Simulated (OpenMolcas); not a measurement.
Cl2+: Slater's ratio, worked from levels

- Program: OpenMolcas 26.06
- Basis: ANO-RCC-VDZP [4s3p1d]
- Scalar Hamiltonian: DKH3, point nucleus
- Active space: 5 electrons in 8 orbitals (3s 3p 4s 4p)
- State averaging: 2S+1 = 4 odd, 1 root; 2S+1 = 2 odd, 9 roots; 2S+1 = 4 even, 3 roots; 2S+1 = 2 even, 9 roots
- Spin-orbit coupling: state interaction with AMFI integrals over the reference wave functions, term energies averaged over their components

Methods: CASSCF; SS-CASPT2, IPEA 0.25 Eh, imaginary shift 0.1 Eh (closed shells correlated: 2s 2p). Measured levels: Moore, Atomic Energy Levels, vol. I, NSRDS-NBS 35 (1971 reprint of NBS Circular 467, 1949).

**Slater's ratio.** With one set of orbitals, p3 has 2D* - 4S* = 9 F2 and 2P* - 2D* = 6 F2 (F2 = F²/25), a ratio of 2/3. Term energies are centres of gravity, weighted by 2J + 1.

```tsv
Source	2D* - 4S*	2P* - 4S*	F2 from the first	Ratio
CASSCF	22510	30985	2501	0.376
SS-CASPT2	21269	32588	2363	0.532
measured	18093	29875	2010	0.651
```

Energies in cm-1. A ratio away from 2/3 shows effects beyond one configuration with one set of orbitals, and in heavier atoms second-order spin-orbit shifts. In CASSCF the valence s occupation is 1.95 in 2P* against 2.00 in 2D*: mixing out of s² acts most on 2P* and pulls it down.

CASPT2 breaks the degeneracy within a term, and the mean is taken; among the terms shown or strongly mixed into the levels shown the widest spread is 110 cm-1 (3s2 3p3 2D*, SS-CASPT2). Over all roots computed the reference weight is 0.86 to 0.98 in SS-CASPT2; the roots of lowest weight are the least certain, and an intruder state may touch them. The run also gave levels led by 3s2 3p2 4p, which use shells meant for correlation; these and all levels above them are left out. Some terms miss by over 15 % even with CASPT2, which points to a basis or an active space too small for the shells correlated (holds for SS-CASPT2). Measured partners are found by configuration, term and J. A level has none where our copy of the source lacks it or the pairing is in doubt (some pairs that miss far off the trend of their configuration count as doubtful), and it then counts in no deviation. Levels of configurations outside the active space are missing.

* marks odd parity.
